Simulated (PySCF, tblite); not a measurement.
Species: C4H16Si3.
Atom-mapped SMILES: `[CH3:1][CH2:2][Si:3]([SiH3:4])([SiH3:5])[CH2:6][CH3:7]` (hydrogens: H8, H9, H10 on C1; H11, H12 on C2; H13, H14, H15 on Si4; H16, H17, H18 on Si5; H19, H20 on C6; H21, H22, H23 on C7)

Cartesian coordinates in Å at the GFN2-xTB level; atoms count from 1:
```
atom  x, y, z in Å
C1    -1.1861   -0.9854   -2.0068
C2    -1.2160    0.2396   -1.1010
Si3   -0.2052    0.0278    0.5271
Si4   -0.3073    2.0613    1.6726
Si5   -0.9792   -1.8690    1.6484
C6     1.6261   -0.3070    0.0271
C7     2.2633    0.8335   -0.7574
H8    -1.5703   -1.8592   -1.4833
H9    -0.1694   -1.2001   -2.3287
H10   -1.7946   -0.8277   -2.8965
H11   -2.2539    0.4626   -0.8429
H12   -0.8502    1.1030   -1.6611
H13   -1.5552    2.1787    2.4324
H14    0.7812    2.2036    2.6446
H15   -0.2419    3.2571    0.8246
H16   -0.5533   -3.1519    1.0768
H17   -2.4442   -1.9176    1.6890
H18   -0.5296   -1.8850    3.0439
H19    2.2124   -0.4834    0.9317
H20    1.6945   -1.2244   -0.5612
H21    2.2428    1.7559   -0.1793
H22    3.3014    0.6097   -1.0003
H23    1.7297    1.0049   -1.6898
```

Jobs on this species (23 atoms, 82 electrons) with PySCF (density fitting) and tblite. Hardware of each: one thread, Arm Neoverse V2 (aarch64) (shared host). Other jobs ran on the host; a repeat could differ by tens of per cent or more.

```json
{"level and settings": "PBE0/pcSseg-1", "work": "shieldings, charges and field gradients, density and orbital grids written", "basis functions": "220", "SCF cycles": "?", "wall time": "?"}
{"level and settings": "GFN2-xTB", "work": "L-BFGS relaxation", "basis functions": "–", "SCF cycles": "–", "wall time": "1.9 s"}
{"level and settings": "GFN2-xTB", "work": "Hessian by finite differences", "basis functions": "–", "SCF cycles": "–", "wall time": "1.1 s"}
```

**Question.** Fill in the missing figures.

**Answer.** 
- PBE0/pcSseg-1; shieldings, charges and field gradients, density and orbital grids written: 56 s, 12 SCF cycles

**Question.** What do all jobs in the table cost together?

**Answer.** About 59 s; the longest takes about 95 % of that, and about 51 times as long as the shortest.
